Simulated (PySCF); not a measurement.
Zn(OH)2 (H2O2Zn), SMILES [OH][Zn][OH]. Atoms are numbered in the order given.

```xyz
5

Zn     0.0000     0.0000     0.0061
O      1.7620     0.0797    -0.0774
H      2.2220    -0.5054     0.5270
O     -1.7620    -0.0797    -0.0774
H     -2.2220     0.5054     0.5270
```

Coordinates come from a PBE0-D3(BJ)/def2-TZVP optimisation. The isomer is the one that the SMILES or the coordinates give; other isomers of the formula were not compared. One conformer was computed; it need not be the lowest.

All values below come from TDA-M06-2X/def2-SVPD (PySCF).

Vertical excitations. Isolated molecule, no solvent. State labels are in the subgroup C2.

| state | symmetry | energy (eV) | λ (nm) | f | main pairs |
|---|---|---|---|---|---|
| S1 | A | 6.05 | 205 | 0.024 | HOMO→LUMO 90 % |
| S2 | B | 6.10 | 203 | 0.036 | HOMO−1→LUMO 87 % |
| S3 | B | 7.00 | 177 | 0.106 | HOMO−2→LUMO 77 % |
| S4 | A | 7.25 | 171 | 0.051 | HOMO−3→LUMO 68 %, HOMO−1→LUMO+1 20 % |
| S5 | A | 7.62 | 163 | 0.008 | HOMO−1→LUMO+1 46 %, HOMO→LUMO+2 42 % |
| S6 | B | 7.63 | 162 | 0.001 | HOMO→LUMO+1 51 %, HOMO−1→LUMO+2 42 % |
| S7 | A | 7.92 | 156 | 0.000 | HOMO→LUMO+2 41 %, HOMO−1→LUMO+1 20 %, HOMO−2→LUMO+1 17 %, HOMO−3→LUMO 12 % |
| S8 | B | 8.24 | 150 | 0.029 | HOMO−2→LUMO+2 89 % |
| S9 | B | 8.25 | 150 | 0.103 | HOMO−1→LUMO+2 32 %, HOMO→LUMO+1 23 %, HOMO→LUMO+3 11 %, HOMO−3→LUMO+1 9 % |
| S10 | A | 8.33 | 149 | 0.006 | HOMO−2→LUMO+1 62 %, HOMO−3→LUMO+2 13 % |
| T1 | B | 5.70 | 217 | 0 | HOMO−1→LUMO 87 % |
| T2 | A | 5.71 | 217 | 0 | HOMO→LUMO 86 % |
| T3 | B | 6.25 | 199 | 0 | HOMO−2→LUMO 84 % |
| T4 | A | 6.56 | 189 | 0 | HOMO−3→LUMO 82 % |
Triplets are in the Tamm–Dancoff approximation.
